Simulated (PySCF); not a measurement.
Al(F)(Cl)(OMe) (CH3AlClFO), SMILES C[O][Al]([F])[Cl].

The structure is a stationary point at B3LYP-D3(BJ)/def2-SVP. The structure was generated by enumeration; whether it is a known compound was not checked. The values are those of a single conformer.

Calculation: HF/def2-TZVP run with PySCF.

Symmetry labels are those of the subgroup Cs that the program uses (full group Cs).

Computed valence orbital energies around the gap with their symmetry:
```
orbital  symmetry  energy (eV)
-------  --------  -----------
HOMO−7         A"       -17.32
HOMO−6         A"       -17.08
HOMO−5         A'       -16.93
HOMO−4         A'       -14.66
HOMO−3         A"       -13.12
HOMO−2         A'       -13.05
HOMO−1         A'       -12.74
HOMO           A"       -12.53
LUMO           A'         2.02
LUMO+1         A"         2.52
LUMO+2         A'         3.78
LUMO+3         A'         4.50
```
